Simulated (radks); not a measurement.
Task: Pt5+, configuration [Xe] 4f14 5d5 (the NIST ground configuration). Method: scalar-relativistic Kohn-Sham, PBE, spin-polarised, spherical densities, finite nucleus; open shells are filled with parallel spins first (spin-orbit coupling, left out, can overturn this in heavy ions); Fermi nuclear charge, rms radius 5.427 fm; computed with a radial shooting solver on a logarithmic mesh with Libxc functionals. Some entries of the table are withheld. Estimate them.

orbital,occ.,eigenvalue (eV),r(max) (bohr),<1/r> (bohr^-1)
1s down,1,-78465.49,0.01062,93.91
1s up,1,-78465.48,0.01062,93.91
2s up,1,-13842.41,0.06123,22.01
2s down,1,-13841.98,0.06123,22.01
2p up,3,-12009.48,0.05059,19.66
2p down,3,-12009.12,0.05059,19.66
3s up,1,-3304.014,0.1726,8.161
3s down,1,-3303.856,0.1726,8.161
3p up,3,-2769.953,0.1717,7.465
3p down,3,-2769.775,0.1717,7.465
3d up,5,-2189.893,0.1398,7.032
3d down,5,-2189.579,0.1398,7.032
4s up,1,-763.8273,0.3898,3.492
4s down,1,-763.4088,0.3899,3.491
4p up,3,-588.5809,0.4099,3.158
4p down,3,-588.1915,0.4100,3.157
4d up,5,-375.4930,0.4180,2.826
4d down,5,-375.0358,0.4181,2.827
5s up,1,-170.3316,0.8687,1.426
5s down,1,-167.1118,0.8636,1.441
4f up,7,-138.7232,0.3849,2.390
4f down,7,-138.0233,0.3848,2.398
5p up,3,-123.7633,0.9730,1.226
5p down,3,-119.7838,0.9653,1.239
5d up,5,-69.3946,(1),0.9352
5d down,0,-64.8894,(2),0.9351

Result: 
(1) 5d up r(max) (bohr): 1.192
(2) 5d down r(max) (bohr): 1.183
